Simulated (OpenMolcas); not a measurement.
# Tc4+: ligand-field states by method

Tc4+ with 6 ligands (chloride) in octahedral coordination (Oh) at 2.46 Å. A charge of +0.333 e stands 2.8 Å behind each ligand. Ligand basis ANO-RCC-VDZP.

```json
{
  "Program": "OpenMolcas",
  "Basis": "ANO-RCC-VTZP [7s6p4d2f1g]",
  "Scalar Hamiltonian": "DKH2, point nucleus",
  "Active space": "3 electrons in 5 orbitals (4d)",
  "State averaging": "2S+1 = 4 even, 10 roots; 2S+1 = 2 even, 40 roots",
  "Spin-orbit coupling": "RASSI with atomic mean-field integrals over the reference wave functions"
}
```

I. CASSCF
II. SS-CASPT2, IPEA 0.25 Eh, imaginary shift 0.1 Eh (closed shells correlated: 4s 4p and the ligand valence shells)
III. SS-CASPT2, IPEA 0.25 Eh, real shift 0.3 Eh (closed shells correlated: 4s 4p and the ligand valence shells)

Spin-free states (labels of O, the rotations of Oh) in cm-1, each column counted from its own energy of the first state listed:

```json
{"State": "4A2", "Degeneracy": "1", "I": "0", "II": "0", "III": "0"}
{"State": "2E", "Degeneracy": "2", "I": "14461", "II": "9160", "III": "9290"}
{"State": "2T1", "Degeneracy": "3", "I": "15143", "II": "9250", "III": "9440"}
{"State": "4T2", "Degeneracy": "3", "I": "20541", "II": "24970", "III": "24940"}
{"State": "2T2", "Degeneracy": "3", "I": "22137", "II": "15690", "III": "15920"}
{"State": "4T1", "Degeneracy": "3", "I": "27274", "II": "29670", "III": "29760"}
{"State": "2A1", "Degeneracy": "1", "I": "31749", "II": "30330", "III": "30480"}
{"State": "2S+1 = 2", "Degeneracy": "3", "I": "32307", "II": "31140", "III": "31320"}
{"State": "2S+1 = 2", "Degeneracy": "3", "I": "33809", "II": "32330", "III": "32500"}
{"State": "2E", "Degeneracy": "2", "I": "35686", "II": "33370", "III": "33560"}
```

From I to II, I's first state of the same spin (4T2) moves from 20541 to 24970 cm-1, by about +4400 cm-1.

From I to II, I's first state of another spin (2E) moves from 14461 to 9160 cm-1, by about -5300 cm-1.

χT at 300 K: I 1.76, II 1.77, III 1.77 cm3 K/mol.

Roots that are degenerate in the reference are averaged as groups; the widest CASPT2 spread within a group is 700 cm-1 (the 3-fold group of multiplicity 2 near 67300 cm-1 above the lowest state of its run, II). Shifts and gaps below about the spread of the groups concerned are not significant. Over all roots computed the reference weight is 0.62 to 0.63 in II, 0.68 to 0.69 in III; a low but even weight reflects the number of correlated electrons. The least metal-like active orbital is 70 % on the metal (Löwdin) and no ligand orbital is active, so the numbers are rough. Ligand-to-metal charge-transfer states are missing. With no ligand orbital active B as a rule stays too high, so bands that hang on it stand too high and its fall with covalency is understated. Without dynamic correlation the repulsion within the d shell is too large (B by tens of per cent), so at a given field states of lower spin stand too high (holds for I). With metal d orbitals alone the field can be off either way by tens of per cent (holds for I). These CASPT2 states fit no ligand-field parameters well, so their order and spin gaps are uncertain (holds for II; III). With one d shell and no ligand orbital active, 10Dq can be off by a tenth or more (holds for II; III). The distance lies 2 % over the 2.41 Å that this model takes as the normal distance (a Shannon-type radius plus a fixed donor radius); by an R⁻⁵ law this alone changes a d-shell field by about -10 %. No measured value stands beside these numbers; the geometry is a model, was not optimised and need not be the one that this ion takes.

A state without a sure symmetry label is named by its multiplicity alone.
